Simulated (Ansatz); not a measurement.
`C=C=C(O)[SiH2]S` + `F[SiH2][GeH3]` → `S[SiH2][SiH2][GeH3]` + `C=C=C(O)F`  (formal exchange of groups at the Si–C bond)

Isolated molecules relaxed with PBE0-D4/def2-TZVP in Ansatz; ΔE leaves out vibrations. CCSD(T)/CBS adds triple-zeta CCSD(T) − MP2 to the extrapolated MP2 energy (def2 sets, frozen cores). For Ge outer-core shells are correlated without core-valence functions, which leaves a few kJ/mol of doubt a bond. Scalar relativity is left out up to krypton. Each species was taken in one conformer, which may not be the lowest.

| species | CCSD/def2-TZVPP energy (Eh) |
| --- | --- |
| `C=C=C(O)[SiH2]S` | -879.54074 |
| `F[SiH2][GeH3]` | -2467.43484 |
| `S[SiH2][SiH2][GeH3]` | -3056.24526 |
| `C=C=C(O)F` | -290.65622 |

(1) Work out ΔE.

Largest T1 diagnostic among the species: 0.013.

Answers

(1) ΔE = (-3056.24526) + (-290.65622) − (-879.54074) − (-2467.43484) = 0.07410 Eh = +2.02 eV. CCSD(T)/CBS gives +2.06 eV.

From PBE to PBE0 (25 % exact exchange), in def2-TZVPP and without D4, ΔE moves by +0.06 eV.
